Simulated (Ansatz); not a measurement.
Seven cases of atomisation energy with Al to Br (electronic energies, kcal/mol); geometries: B3LYP-D3(BJ)/def2-TZVP. The cases were drawn at random from those of this class that have a high level and all functionals, leaving out states under which another spin lies or may lie. Left out are anions, K, Ca, elements past Kr, ionisation of Li, Na and Mg, pi-pi* triplets of linear molecules and other triplets made from a closed-shell parent. Runs that doubt their state, and full CI more than 15 mEh from coupled cluster, are set aside; a case stays where another high level and all functionals remain. AFQMC serves as high level only in triple zeta or larger, with a steady walk, a bar under 0.8 kcal/mol and agreement with other high levels or trials where they ran; where none ran, an unstable determinant or (outside 3d species) a high T1 diagnostic also bars it, so strongly correlated cases are thinned. No case was kept or dropped by the size of a functional's miss. High levels with a bar over 0.5 kcal/mol are left out too, and the seventh case lies inside the range of the six. Affinities count positive where energy is released, gaps as the second state minus the first. PBE is by Ansatz (a quantum-chemistry and plane-wave program) in def2-TZVPD. High levels (Ansatz): P = CCSD(T)/CBS(cc-pV(Q+d)Z,cc-pV(5+d)Z) + [CCSDT(Q) - CCSD(T)]/cc-pV(5+d)Z + [FCI - CCSDT(Q)]/cc-pV(D+d)Z + core + X2C; Q = CCSD(T)/CBS(cc-pV(Q+d)Z,cc-pV(5+d)Z) + [CCSDT(Q) - CCSD(T)]/cc-pV(Q+d)Z + [CCSDTQ - CCSDT(Q)]/cc-pV(D+d)Z + core + X2C; R = CCSD(T)/CBS(cc-pVQZ,cc-pV5Z) + [CCSDT(Q) - CCSD(T)]/cc-pV5Z + [CCSDTQ - CCSDT(Q)]/cc-pVTZ; S = CCSD(T)/CBS(cc-pVQZ,cc-pV5Z) + [CCSDT(Q) - CCSD(T)]/cc-pVQZ + [CCSDTQ - CCSDT(Q)]/cc-pVDZ; T = CCSD(T)/CBS(cc-pVQZ,cc-pV5Z) + [CCSDT(Q) - CCSD(T)]/cc-pVTZ. Radicals and triplets start from unrestricted determinants; spin-orbit coupling is neglected. Cores are frozen in correlated methods (noble-gas shells, and filled d and f shells in the p block). Rows without X2C or -DK are non-relativistic. CBS(X,Y): correlation extrapolated as X^-3, Hartree-Fock from the larger set (Q,5: extrapolated as (X+1)exp(-9√X)). A bracket is a step between two methods taken in the basis named. Functionals run without relativity, which enters their misses. '+ core + X2C': CCSD(T) terms for core correlation (cc-pwCVTZ, 1s frozen past Ne) and scalar relativity (cc-pVTZ-DK). Full CI freezes restricted core orbitals, also for open shells; the composite that ends in it estimates full CI at the basis-set limit. For partners of very few electrons the exact lower level stands in for a higher one. Spin-orbit terms, left out, reach several kcal/mol for Br and I, and more for heavier atoms. The UHF reference of CHS ([CH]=S, doublet) is spin-contaminated (<S^2> up to 0.26 over the pure value in the sets run). The UHF reference of AlN ([N]=[Al], triplet) is spin-contaminated (<S^2> up to 0.07 over the pure value in the sets run). The UHF reference of Al2 ([Al][Al], triplet) is spin-contaminated (<S^2> up to 0.04 over the pure value in the sets run). The determinant of AlN ([N]=[Al], triplet) is a saddle point of the SCF energy; a lower one exists, which strains HF and MP2.

```json
[
 {"case": "HBr (SMILES Br)", "PBE": "93.0", "level": "R", "high level": "93.5"},
 {"case": "HGeOBr (SMILES [OH][Ge][Br])", "PBE": "305.4", "level": "T", "high level": "298.2"},
 {"case": "SeBr (SMILES [Se]Br, doublet)", "PBE": "65.6", "level": "S", "high level": "57.4"},
 {"case": "CHS (SMILES [CH]=S, doublet)", "PBE": "238.6", "level": "Q", "high level": "227.5"},
 {"case": "AlN (SMILES [N]=[Al], triplet)", "PBE": "71.3", "level": "Q", "high level": "60.1"},
 {"case": "Al2 (SMILES [Al][Al], triplet)", "PBE": "37.9", "level": "P", "high level": "33.8"},
 {"case": "AsH2 (SMILES [AsH2], doublet)", "PBE": "141.0", "level": "S", "high level": "withheld"}
]
```

### Question
Fit a straight line from PBE to the high level over the first six rows by least squares, predict the seventh, and compare with the calculation.

### Answer
Means: PBE 135.30, high level 128.42. Sxx = 59835, Sxy = 59130.2, slope 0.9882, intercept -5.29 kcal/mol; residual standard deviation 4.8 kcal/mol. Seventh row: 0.9882·(141.0) -5.29 = 134.0 kcal/mol. The calculation gave 139.4 kcal/mol: the line differs from it by -5.4, PBE itself by +1.6.
